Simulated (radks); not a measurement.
The numbers below are computed, except where a source is named.
Q: Radial electron density D(r) = 4 pi r^2 rho(r) of an atom or ion with 56 electrons. Level of theory: Dirac Kohn-Sham, Slater X-alpha with alpha = 0.76, spin-unpolarised, spherical densities, point nucleus (a radial shooting solver on a logarithmic mesh with Libxc functionals).

r (bohr),D(r) (e/bohr)
0.001309,4.402
0.001732,6.960
0.002291,10.83
0.003031,16.51
0.004011,24.47
0.005307,34.98
0.007022,47.66
0.009291,61.02
0.01229,72.19
0.01627,77.61
0.02152,75.58
0.02848,69.73
0.03768,69.41
0.04985,81.42
0.06596,97.23
0.08727,96.98
0.1155,79.92
0.1528,74.68
0.2022,85.85
0.2675,73.82
0.3539,40.58
0.4683,32.29
0.6196,36.73
0.8198,24.65
1.085,12.17
1.435,8.343
1.899,5.261
2.512,1.900
3.324,0.3448
4.399,0.02967
5.82,0.001351

What is the nuclear charge?

A: Z = 58. The innermost maximum, from 1s, lies near gamma/Z bohr with gamma = sqrt(1 - (Z/c)^2) = 0.906, here 0.0156 bohr (found: 0.0172), and its height grows with Z. The density is that of the cerium ion Ce2+ in [Xe] 4f2; the configuration itself is not fixed sharply by these data, and Z only to a few units. D(r) has 4 maxima, at r = 0.0172, 0.0756, 0.214, 0.595 bohr, and minima at 0.0334, 0.141, 0.432 bohr, inside which lie 2.02, 11.22, 29.00 electrons.
